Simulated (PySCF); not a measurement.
## Computed spin Hamiltonian

Compound: C5H6ClO2 (doublet state).
Structure used (GFN2-xTB), in Å, numbered top down from 1:
```xyz
14
C5H6ClO2 angstrom
C     -1.766   -0.507   -0.047
C     -0.537    0.256   -0.586
C     -0.206    1.490    0.184
O      1.001    1.381    0.820
C      1.560    0.221    0.433
O      2.789   -0.045    0.899
C      0.757   -0.483   -0.391
Cl     1.128   -2.019   -1.073
H     -1.627   -0.748    1.003
H     -2.655    0.107   -0.155
H     -1.901   -1.429   -0.606
H     -0.729    0.470   -1.648
H     -0.890    2.202    0.595
H      3.075   -0.899    0.549
```

The hyperfine couplings belong to this conformer and change with its torsions.

The species is `C[C@H]1[CH]OC(O)=C1Cl` [radical].

Theory: UKS B3LYP, pcH-1 on C Cl H O, non-relativistic, mean-field spin-orbit, GIAO (PySCF 2.14.0). The structure is a single GFN2-xTB conformer in the gas phase; no vibrational or solvent corrections. The geometry wasn't refined by DFT: couplings that depend on bond lengths, twists or pyramidal angles can differ widely from those at the functional's own minimum. Stability of the SCF solution: not tested.

| Item | Value |
| --- | --- |
| g1, g2, g3 | 2.00208, 2.00321, 2.00398 |
| g_iso | 2.00309 |
| Form of g | rhombic: the two nearest values differ by 40 % of g3 − g1 |
| ⟨S²⟩ | 0.7543 (exact 0.7500) |
| α and β electrons | 35, 34 |
| HOMO–LUMO gap, α and β orbitals | 5.66, 4.59 eV |

Isotropic coupling and dipolar principal values T1 to T3, in MHz; ρ(0) is the spin density at the nucleus:

| atom | isotope | a_iso | of which spin–orbit | T1 | T2 | T3 | Mulliken spin population | ρ(0) (bohr⁻³) |
| --- | --- | --- | --- | --- | --- | --- | --- | --- |
| C1 | 13C | 84.9 | 0.0 | -5.6 | -5.5 | 11.1 | 0.05 | 0.0756 |
| C2 | 13C | -29.1 | 0.0 | -2.1 | -0.8 | 2.9 | -0.07 | -0.0259 |
| C3 | 13C | 135.9 | 0.0 | -77.4 | -75.6 | 153.0 | 0.89 | 0.1209 |
| O4 | 17O | -19.7 | 0.1 | -51.0 | 24.5 | 26.6 | 0.08 | 0.0325 |
| C5 | 13C | -6.6 | 0.0 | -5.0 | 0.7 | 4.3 | -0.03 | -0.0059 |
| O6 | 17O | 1.3 | 0.0 | -0.6 | 0.0 | 0.6 | 0.00 | -0.0022 |
| C7 | 13C | 7.2 | 0.0 | -5.5 | -2.2 | 7.7 | 0.06 | 0.0064 |
| Cl8 | 35Cl | -0.1 | 0.0 | -1.4 | -0.5 | 1.9 | 0.00 | -0.0003 |
| H9 | 1H | -4.4 | 0.0 | -5.1 | -1.9 | 7.0 | 0.00 | -0.0010 |
| H10 | 1H | -4.4 | 0.0 | -4.3 | -2.3 | 6.5 | 0.00 | -0.0010 |
| H11 | 1H | 8.7 | 0.0 | -3.4 | -1.8 | 5.2 | 0.01 | 0.0019 |
| H12 | 1H | 125.2 | 0.0 | -5.2 | -4.1 | 9.3 | 0.05 | 0.0280 |
| H13 | 1H | -45.6 | 0.0 | -35.6 | -1.2 | 36.8 | -0.03 | -0.0102 |
| H14 | 1H | -0.6 | 0.0 | -1.1 | -1.0 | 2.1 | 0.00 | -0.0001 |

Largest spin populations (Mulliken): C3 (+0.89), O4 (+0.08) and C2 (-0.07). C3 is the only atom above +0.15. The positive populations add up to 1.14 and the negative ones to -0.14, together 2S = 1. The angles at C3 add up to 355.1°, so it is nearly planar; its axial dipolar tensor and the negative coupling of its proton fit spin in a p orbital normal to that plane.

Axes: g3 points within 8° of the C3–H13 bond.

Under fast tumbling the dipolar parts average out, and these isotropic splittings remain: 1 × 1H (H12, I = 1/2, 2 lines) with 4.46 mT and 1 × 1H (H13, I = 1/2, 2 lines) with 1.63 mT.

The 13C coupling of C3 (135.9 MHz) shows only in satellite lines or after enrichment, since that isotope makes up about 1.07 % of natural carbon.

The 17O coupling of O4 (-19.7 MHz) shows only in satellite lines or after enrichment, since that isotope makes up about 0.038 % of natural oxygen.
